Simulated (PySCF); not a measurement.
## Cost of excited-state runs on SMILES C=C1C(=C)C(C=O)=C1C, C$_{8}$H$_{8}$O

Molfile (atoms numbered from 1):
```
C8H8O
     RDKit          3D

 17 17  0  0  0  0  0  0  0  0999 V2000
    0.1396   -2.3717   -0.3844 C   0  0  0  0  0  0  0  0  0  0  0  0
    0.1792   -1.0642   -0.1754 C   0  0  0  0  0  0  0  0  0  0  0  0
    1.2418   -0.0233   -0.0373 C   0  0  0  0  0  0  0  0  0  0  0  0
    2.5615   -0.0094   -0.0726 C   0  0  0  0  0  0  0  0  0  0  0  0
    0.1534    0.9640    0.1492 C   0  0  0  0  0  0  0  0  0  0  0  0
    0.1153    2.3863    0.3723 C   0  0  0  0  0  0  0  0  0  0  0  0
   -0.8955    3.0415    0.5032 O   0  0  0  0  0  0  0  0  0  0  0  0
   -0.8203   -0.0011    0.0202 C   0  0  0  0  0  0  0  0  0  0  0  0
   -2.2899    0.0082    0.0633 C   0  0  0  0  0  0  0  0  0  0  0  0
    1.0389   -2.9516   -0.5012 H   0  0  0  0  0  0  0  0  0  0  0  0
   -0.7955   -2.9036   -0.4447 H   0  0  0  0  0  0  0  0  0  0  0  0
    3.1228    0.9002    0.0566 H   0  0  0  0  0  0  0  0  0  0  0  0
    3.1261   -0.9115   -0.2337 H   0  0  0  0  0  0  0  0  0  0  0  0
    1.1145    2.8632    0.4168 H   0  0  0  0  0  0  0  0  0  0  0  0
   -2.6734    0.8076   -0.5702 H   0  0  0  0  0  0  0  0  0  0  0  0
   -2.7010   -0.9482   -0.2510 H   0  0  0  0  0  0  0  0  0  0  0  0
   -2.6245    0.2257    1.0789 H   0  0  0  0  0  0  0  0  0  0  0  0
  1  2  2  0
  2  3  1  0
  3  4  2  0
  3  5  1  0
  5  6  1  0
  6  7  2  0
  5  8  2  0
  8  9  1  0
  8  2  1  0
  1 10  1  0
  1 11  1  0
  4 12  1  0
  4 13  1  0
  6 14  1  0
  9 15  1  0
  9 16  1  0
  9 17  1  0
M  END
```

PySCF with density fitting, on 1 thread of an AMD EPYC 9R45 96-Core, shared host. Command: `OMP_NUM_THREADS=1 python excited_run.py task.json out`

Task: How long does each of these runs take, and how much memory?
- magnetisability and related constants, HF/pcSseg-1; usual settings
- magnetisability and related constants, revPBE/3-21G; IEF-PCM tetrahydrofuran

Result: 
```
                                  run         level  basis functions  wall time  peak memory (GiB)
magnetisability and related constants   HF/pcSseg-1              193       12 s               0.85
magnetisability and related constants  revPBE/3-21G               97      7.9 s               0.54
```
Times from a shared host are rough.
